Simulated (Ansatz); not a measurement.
The same path of C₂H₄Se (7 atoms, charge 0, multiplicity 1) was run twice with different band settings. The coordinate that changes most is the dihedral H6–C2–Se3–H7.

Method: Ansatz 0.2.0, RKS B3LYP/def2-SVP.

Relaxed end points:

```xyz
7
Properties=species:S:1:pos:R:3
C -0.896 0.422 -0.638
C 0.088 0.143 0.220
Se 0.979 -1.550 0.300
H -1.239 -0.290 -1.395
H -1.399 1.393 -0.604
H 0.415 0.871 0.968
H 2.113 -1.057 1.103
```

```xyz
7
Properties=species:S:1:pos:R:3
C -0.921 0.408 -0.612
C 0.147 0.177 0.156
Se 1.185 -1.431 0.077
H -1.312 -0.330 -1.320
H -1.443 1.368 -0.555
H 0.518 0.929 0.858
H 1.888 -1.188 1.351
```

Common settings: spring 5.0 eV/Å²; optimiser quadratic models (default); start path through a guess of the saddle point; force threshold 0.05 eV/Å; iteration limit 60; end points relaxed.

| run | movable images | climbing image |
| --- | --- | --- |
| 1 | 9 | yes |
| 2 | 8 | no |

Problem. What does each run give, and how far can it be trusted?

Solution. Run 1: converged after 6 iterations, highest image 0.000 eV above the first end. The top lies less than 8 meV above the higher end, about what the thresholds resolve: that end is a shoulder or a very shallow well. A vibrational analysis at the climbing image gives one clearly imaginary mode, 67i cm⁻¹: a first-order saddle point.
Run 2: converged after 6 iterations, highest image 0.000 eV above the first end. The top lies less than 8 meV above the higher end, about what the thresholds resolve: that end is a shoulder or a very shallow well. No image climbed, so the highest image needn't sit at the top of the path.
